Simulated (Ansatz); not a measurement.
Input for Ansatz (an electronic-structure program): U-RI-MP2/cc-pVDZ on C6H5 (SMILES [c]1ccccc1). The basis file is the Basis Set Exchange's JSON of that set.

Ansatz 0.2 input:
```yaml
crystal:
  periodic: [false, false, false]
  atoms:
    - {symbol: C, position_ang: [-1.51598836, 0.37695486, 0.02718707]}
    - {symbol: C, position_ang: [-0.61042154, 1.41740737, 0.01523476]}
    - {symbol: C, position_ang: [0.75085529, 1.06595082, -0.00919253]}
    - {symbol: C, position_ang: [1.12992799, -0.28095568, -0.02029851]}
    - {symbol: C, position_ang: [0.16421578, -1.29348004, -0.00717044]}
    - {symbol: C, position_ang: [-1.20313595, -0.96645966, 0.01730554]}
    - {symbol: H, position_ang: [-0.91970049, 2.46609744, 0.02403694]}
    - {symbol: H, position_ang: [1.51238275, 1.85076191, -0.01949537]}
    - {symbol: H, position_ang: [2.18996155, -0.54453427, -0.03940609]}
    - {symbol: H, position_ang: [0.46952336, -2.34356075, -0.01591008]}
    - {symbol: H, position_ang: [-1.96752037, -1.74818200, 0.02770871]}
basis:
  gaussian:
    orbitals: cc-pVDZ
    fitting: {mean_field: def2-universal-JKFIT, correlation: cc-pVDZ-RIFIT.json}
magnetization: {spin_polarized: true, initial_magnetization: 1}
correlation: {method: mp2, electrons: outside_noble_gas}
scf: {omitted_lower_state_checks: [cluster_reference]}
```

**Question.** Predict the final total energy.

**Answer.** -230.7860 hartree. Its determinant has ⟨S²⟩ = 1.38, a mixture of spin states.
